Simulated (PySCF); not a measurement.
**Ionisation energy of Cr(20+) by level of theory**

Cr(20+) [He] 2s2 → Cr(21+) [He] 2s1 [2s1/2^1, M_J = 1/2], as a difference of total energies. All numbers are calculated (PySCF 2.14, the two-component X2C-1e Hamiltonian, in an uncontracted even-tempered set (17 s from 5.1 bohr⁻², ratio 2.4; 11 p from 6.6 bohr⁻², ratio 2.4; 5 d from 22 bohr⁻², ratio 2.6; 4 f from 33 bohr⁻², ratio 2.6)). Correlated levels: nothing frozen; the 34 highest virtual spinors dropped. "Screened" scales the spin-orbit matrix elements by Boettger's factors to mimic the two-electron term; Breit and QED terms are absent.

```json
{"method": "GHF (screened spin-orbit)", "ionisation energy (eV)": "1628.0"}
{"method": "GMP2 (screened spin-orbit)", "ionisation energy (eV)": "1632.3"}
```

**Question.** How much does correlation contribute at GMP2 (screened spin-orbit)?

**Answer.** 1632.3 − (1628.0) = 4.3 eV, measured against GHF (screened spin-orbit).

For comparison: 1634.1 ± 0.5 eV (semi-empirical (NIST evaluation); NIST Atomic Spectra Database, ionization energies).
